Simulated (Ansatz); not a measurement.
Basis-set extrapolation for H8N2O2Si2 (`N[SiH2][Si](N)(O)O`) (PBE0-D4/def2-TZVP geometry, frozen core, Ansatz 0.2.0). Multiplicity 1, RHF reference.

|  | def2-TZVPP | def2-QZVPP |
| --- | --- | --- |
| HF | -841.467093 | -841.498926 |
| MP2 correlation | -1.152702 | -1.243121 |
| CCSD(T) correlation | -1.238747 | not run |

Energies in hartree. Use E(X) = E(∞) + A·exp(−7.88·√X) for Hartree–Fock and E(X) = E(∞) + B·X^(−2.97) for correlation, with X = 3 and 4, and add CCSD(T) minus MP2 of the smaller set to the MP2 limit.

Q: What is the CCSD(T) energy at the basis-set limit?

A: HF limit: -841.498926 + (-0.031833) × 0.13774 = -841.50331. MP2 limit: -1.243121 + (-0.090419) × 0.74074 = -1.31010. Higher-order term: -1.238747 − (-1.152702) = -0.08605. Total: -842.89946 hartree, 121.5 kcal/mol below CCSD(T)/def2-TZVPP.
